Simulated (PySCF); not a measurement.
Successive ionisation energies of one element at GMP2 (screened spin-orbit), starting from the ion with 20 electrons. Calculated with PySCF 2.14, two-component X2C-1e (Gaussian nucleus, no Breit or QED terms), each ion in its own even-tempered basis; GMP2 freezes the deep shells of the larger ions and drops the highest virtual spinors; eV.

69.157, 90.215, 159.69, 183.75, 208.94, 242.05, 268.90, 297.73, 353.70, 384.14, 1011.2, 1096.8

Question: Which element is it?

Answer: Chromium (Cr, Z = 24); the list starts at Cr⁴⁺. The hydrogenic estimate 13.606 eV × (q + 1)²/n² with q = 4 and n = 3 gives 37.794 eV for the first entry, a lower bound because the other electrons screen the nucleus only in part.
